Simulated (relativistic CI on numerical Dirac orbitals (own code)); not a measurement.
# Mg+: calculation against measurement

Method of calculation: Dirac-Coulomb-Breit CI, KLI orbitals optimised for each configuration, model QED, valence Slater integrals scaled by 0.85, P86 correlation energy added to each configuration (own radial code, finite nucleus).

Configuration list (outside the closed core [Ne]): 3s, 3p, 4s, 3d, 4p, 5s, 4d, 4f, 5p, 6s, 5d, 5g, 5f, 6p, 6d. Levels of other configurations are missing.

```
Configuration  Term (tabulated)    J  Measured (cm⁻¹)  Computed  Error  Purity (%)
           3s                2S  1/2              0.0         0      0         100
           3p               2P°  1/2          35669.3     34792   -877         100
           3p               2P°  3/2          35760.9     34876   -885         100
           4s                2S  1/2          69804.9     69163   -642         100
           3d                2D  5/2          71490.2     69917  -1573         100
           3d                2D  3/2          71491.1     69918  -1573         100
           4p               2P°  1/2          80619.5     80057   -562         100
           4p               2P°  3/2          80650.0     80084   -566         100
           5s                2S  1/2          92790.5     92240   -551         100
           4d                2D  5/2          93310.6     92670   -641         100
           4d                2D  3/2          93311.1     92671   -640         100
           4f               2F°  5/2          93799.6     94834   1035         100
           4f               2F°  7/2          93799.8     94835   1035         100
           5p               2P°  1/2          97455.1     97089   -366         100
           5p               2P°  3/2          97468.9     97101   -368         100
           6s                2S  1/2         103196.8    102937   -260         100
```

Measured levels from NIST Handbook of Basic Atomic Spectroscopic Data (Sansonetti and Martin, J. Phys. Chem. Ref. Data 34, 1559 (2005)); pairs were made by configuration, J and term (by order where the table uses no LS term), so strongly mixed levels may be paired wrongly.

Mean error by configuration (cm⁻¹): 3p -881; 4s -642; 3d -1573; 4p -564; 5s -551; 4d -640; 4f 1035; 5p -367; 6s -260. Over the excited levels the mean absolute error is 771 cm⁻¹ (15 of the 15 excited levels that our extract of the source holds in range could be paired), and the median relative error of those above 1,000 cm⁻¹ is 0.7 %.
